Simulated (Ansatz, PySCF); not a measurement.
[(E)-2-germylethenyl]germane (C2H8Ge2), SMILES [GeH3]/[CH]=[CH]/[GeH3]. Atoms are numbered in the order given.

```xyz
12

Ge     2.3580     0.3279    -0.0309
C      0.4384     0.3810    -0.3342
C     -0.4385    -0.3809     0.3346
Ge    -2.3581    -0.3276     0.0314
H      2.6491    -0.7066     1.0711
H      3.0964    -0.0689    -1.3241
H      2.8720     1.7129     0.4079
H      0.0682     1.0786    -1.0985
H     -0.0683    -1.0787     1.0988
H     -3.0964     0.0701     1.3244
H     -2.8726    -1.7127    -0.4066
H     -2.6491     0.7064    -1.0711
```

Geometry: PBE0-D3(BJ)/def2-SVP.

Two levels are set side by side: PBE-D3(BJ)/def2-SVP (Ansatz, an electronic-structure program) and PBE0-D3(BJ)/def2-SVP (Ansatz). Each level has its own optimised geometry; the coordinates shown are those of the second. Frequencies come from the Hessian of PySCF at each geometry. Differences are taken from unrounded values.

| quantity | PBE0-D3(BJ) |
|---|---|
| mean bond length (Å) | 1.515 |
| bond Ge1–C2 (Å) | 1.944 |
| bond C2–C3 (Å) | 1.341 |
| bond C3–Ge4 (Å) | 1.944 |
| bond Ge1–H5 (Å) | 1.539 |
| bond Ge1–H6 (Å) | 1.541 |
| bond Ge1–H7 (Å) | 1.541 |
| bond C2–H8 (Å) | 1.099 |
| bond C3–H9 (Å) | 1.099 |
| bond Ge4–H10 (Å) | 1.541 |
| bond Ge4–H11 (Å) | 1.541 |
| bond Ge4–H12 (Å) | 1.539 |
| highest harmonic wavenumber (cm⁻¹) | 3146 |
| mean harmonic wavenumber (cm⁻¹) | 1155 |
| zero-point energy (kcal/mol) | 49.53 |

Problem. What does PBE-D3(BJ) give, and how far is it from PBE0-D3(BJ)? (Estimate from the structure and the level; the computed values follow.)

Solution. 
```
quantity                            PBE-D3(BJ)  PBE-D3(BJ) minus PBE0-D3(BJ)
----------------------------------  ----------  ----------------------------
mean bond length (Å)                     1.526                         0.011
bond Ge1–C2 (Å)                          1.956                         0.012
bond C2–C3 (Å)                           1.350                         0.010
bond C3–Ge4 (Å)                          1.956                         0.012
bond Ge1–H5 (Å)                          1.551                         0.012
bond Ge1–H6 (Å)                          1.553                         0.012
bond Ge1–H7 (Å)                          1.553                         0.012
bond C2–H8 (Å)                           1.107                         0.008
bond C3–H9 (Å)                           1.107                         0.008
bond Ge4–H10 (Å)                         1.553                         0.012
bond Ge4–H11 (Å)                         1.553                         0.012
bond Ge4–H12 (Å)                         1.551                         0.012
highest harmonic wavenumber (cm⁻¹)        3055                           -92
mean harmonic wavenumber (cm⁻¹)           1113                           -42
zero-point energy (kcal/mol)             47.74                         -1.79
```

Exact exchange shortens and stiffens bonds; PBE has none. Differences between two approximate levels are no errors against the true value.
